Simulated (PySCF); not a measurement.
| wavenumber (cm⁻¹) | absorption (km/mol per cm⁻¹) |
| --- | --- |
| 0 | 0.001 |
| 20 | 0.001 |
| 41 | 0.002 |
| 61 | 0.002 |
| 82 | 0.002 |
| 102 | 0.002 |
| 122 | 0.003 |
| 143 | 0.003 |
| 163 | 0.004 |
| 184 | 0.005 |
| 204 | 0.006 |
| 224 | 0.008 |
| 245 | 0.012 |
| 265 | 0.020 |
| 286 | 0.037 |
| 306 | 0.094 |
| 326 | 0.333 |
| 347 | 0.224 |
| 367 | 0.068 |
| 388 | 0.033 |
| 408 | 0.022 |
| 429 | 0.012 |
| 449 | 0.009 |
| 469 | 0.007 |
| 490 | 0.006 |
| 510 | 0.005 |
| 531 | 0.004 |
| 551 | 0.004 |
| 571 | 0.004 |
| 592 | 0.004 |
| 612 | 0.004 |
| 633 | 0.004 |
| 653 | 0.004 |
| 673 | 0.005 |
| 694 | 0.005 |
| 714 | 0.006 |
| 735 | 0.006 |
| 755 | 0.007 |
| 775 | 0.008 |
| 796 | 0.009 |
| 816 | 0.011 |
| 837 | 0.013 |
| 857 | 0.016 |
| 877 | 0.020 |
| 898 | 0.027 |
| 918 | 0.036 |
| 939 | 0.053 |
| 959 | 0.086 |
| 979 | 0.168 |
| 1000 | 0.304 |
| 1020 | 0.876 |
| 1041 | 2.240 |
| 1061 | 0.724 |
| 1081 | 0.254 |
| 1102 | 0.123 |
| 1122 | 0.072 |
| 1143 | 0.047 |
| 1163 | 0.033 |
| 1183 | 0.024 |
| 1204 | 0.019 |

This is the computed harmonic infrared spectrum of singlet MnO₃⁺, Lorentzian lines of 30 cm⁻¹ full width. Level of theory: PySCF, PBE, basis Mn def2-TZVP, O def2-TZVP (no relativity, density fitting).

Q: Which bands make it up, and how are they assigned?

A: In C3v symmetry, counting bands above 1 % of the strongest: 333 cm⁻¹ (a1, bend, 19 km/mol); 984 cm⁻¹ (a1, stretch, 1.7 km/mol); 1039 cm⁻¹ (e, stretch, 106 km/mol).

This need not be the most stable arrangement of these atoms.
